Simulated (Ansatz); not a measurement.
System: SiPH₅, charge 1, doublet. SiPH5+ (parent SMILES [SiH3]P, doublet).
B3LYP-D3(BJ)/def2-TZVP minimum from Ansatz (an electronic-structure program):
```
Si
H 1 1.4686
H 1 1.4686 2 116.77
H 1 1.4748 2 115.83 3 -141.80
P 1 2.3251 2 101.73 4 -108.46
H 5 1.4049 1 119.38 2 52.42
H 5 1.4049 6 106.27 1 -138.66
```
Charge +1, spin multiplicity 2.

Total energies in aug-cc-pV(D+d)Z, 13 correlated electrons, 10 frozen orbitals. Radicals and triplets start from unrestricted determinants; spin-orbit coupling is neglected. Correlated methods leave the cores frozen. No relativity. The spin of H5PSi+ (parent SMILES [SiH3]P, doublet) was assumed, and the state is the lowest solution found for it.

```json
[
 {"method": "HF", "program": "Ansatz", "energy (Eh)": "-632.30053", "minus CCSDT(Q) (mEh)": "266.13"},
 {"method": "MP2", "program": "Ansatz", "energy (Eh)": "-632.50868", "minus CCSDT(Q) (mEh)": "57.98"},
 {"method": "CCSD", "program": "Ansatz", "energy (Eh)": "-632.55809", "minus CCSDT(Q) (mEh)": "8.57"},
 {"method": "CCSD(T)", "program": "Ansatz", "energy (Eh)": "-632.56497", "minus CCSDT(Q) (mEh)": "1.69"},
 {"method": "CCSDT(Q)", "program": "Ansatz", "energy (Eh)": "-632.56666", "minus CCSDT(Q) (mEh)": "0.00"}
]
```

Rough core times of Ansatz's runs on a shared machine: CCSD(T) 20 s, CCSDT(Q) 60 min.
